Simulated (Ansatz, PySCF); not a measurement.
CH5Si, SMILES C[SiH2] (connectivity only; charge and spin as stated), charge +1, multiplicity 1. Atoms are numbered in the order given.

```xyz
7

C     -1.1821    -0.1661    -0.0377
Si     0.6127     0.0840    -0.0123
H     -1.6921     0.5852    -0.6435
H     -1.4512    -1.1775    -0.3482
H     -1.5335    -0.0398     1.0006
H      1.2036     1.4189    -0.1781
H      1.5399    -1.0311     0.2235
```
Charge +1, spin multiplicity 1.

Geometry optimised at B3LYP-D3(BJ)/def2-TZVP. The spin state was assumed, not searched. The isomer is the one that the SMILES or the coordinates give; other isomers of the formula were not compared.

Two levels are set side by side: PBE-D3(BJ)/def2-TZVP (Ansatz, an electronic-structure program) and B3LYP-D3(BJ)/def2-TZVP (Ansatz). Each level has its own optimised geometry; the coordinates shown are those of the second. Frequencies come from the Hessian of PySCF at each geometry. Differences are taken from unrounded values.

| quantity | B3LYP-D3(BJ) |
|---|---|
| mean bond length (Å) | 1.340 |
| bond C1–Si2 (Å) | 1.812 |
| bond C1–H3 (Å) | 1.092 |
| bond C1–H4 (Å) | 1.092 |
| bond C1–H5 (Å) | 1.103 |
| bond Si2–H6 (Å) | 1.469 |
| bond Si2–H7 (Å) | 1.469 |
| highest harmonic wavenumber (cm⁻¹) | 3131 |
| mean harmonic wavenumber (cm⁻¹) | 1495 |
| zero-point energy (kcal/mol) | 32.05 |

**Question.** What does PBE-D3(BJ) give, and how far is it from B3LYP-D3(BJ)? (The exact figures need the calculation; the answer reports its results.)

**Answer.** 
```json
[
 {"quantity": "mean bond length (Å)", "PBE-D3(BJ)": "1.349", "PBE-D3(BJ) minus B3LYP-D3(BJ)": "0.010"},
 {"quantity": "bond C1–Si2 (Å)", "PBE-D3(BJ)": "1.815", "PBE-D3(BJ) minus B3LYP-D3(BJ)": "0.003"},
 {"quantity": "bond C1–H3 (Å)", "PBE-D3(BJ)": "1.100", "PBE-D3(BJ) minus B3LYP-D3(BJ)": "0.008"},
 {"quantity": "bond C1–H4 (Å)", "PBE-D3(BJ)": "1.100", "PBE-D3(BJ) minus B3LYP-D3(BJ)": "0.008"},
 {"quantity": "bond C1–H5 (Å)", "PBE-D3(BJ)": "1.113", "PBE-D3(BJ) minus B3LYP-D3(BJ)": "0.009"},
 {"quantity": "bond Si2–H6 (Å)", "PBE-D3(BJ)": "1.485", "PBE-D3(BJ) minus B3LYP-D3(BJ)": "0.015"},
 {"quantity": "bond Si2–H7 (Å)", "PBE-D3(BJ)": "1.485", "PBE-D3(BJ) minus B3LYP-D3(BJ)": "0.015"},
 {"quantity": "highest harmonic wavenumber (cm⁻¹)", "PBE-D3(BJ)": "3078", "PBE-D3(BJ) minus B3LYP-D3(BJ)": "-53"},
 {"quantity": "mean harmonic wavenumber (cm⁻¹)", "PBE-D3(BJ)": "1450", "PBE-D3(BJ) minus B3LYP-D3(BJ)": "-45"},
 {"quantity": "zero-point energy (kcal/mol)", "PBE-D3(BJ)": "31.09", "PBE-D3(BJ) minus B3LYP-D3(BJ)": "-0.96"}
]
```

Exact exchange shortens and stiffens bonds; PBE has none. Differences between two approximate levels are no errors against the true value.
